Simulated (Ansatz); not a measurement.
Question: Predict a relaxed structure of 1-ethyl-3-methylimidazolium (C6H11N2⁺), charge 1, singlet, at r2SCAN-D4/def2-SVP (Ansatz).

Answer: 
```xyz
19

C     0.864    0.526    2.626
C     1.387    0.815    1.229
N     0.613    0.113    0.188
C     0.703   -1.230   -0.112
C    -0.220   -1.487   -1.091
N    -0.859   -0.295   -1.364
C    -1.915   -0.106   -2.357
C    -0.339    0.658   -0.579
H     1.476    1.071    3.359
H     0.924   -0.546    2.869
H    -0.180    0.855    2.741
H     1.339    1.886    0.989
H     2.435    0.500    1.110
H     1.414   -1.889    0.383
H    -0.466   -2.409   -1.612
H    -1.532   -0.357   -3.355
H    -2.236    0.942   -2.342
H    -2.769   -0.753   -2.112
H    -0.639    1.705   -0.568
```
 This is one stationary point.
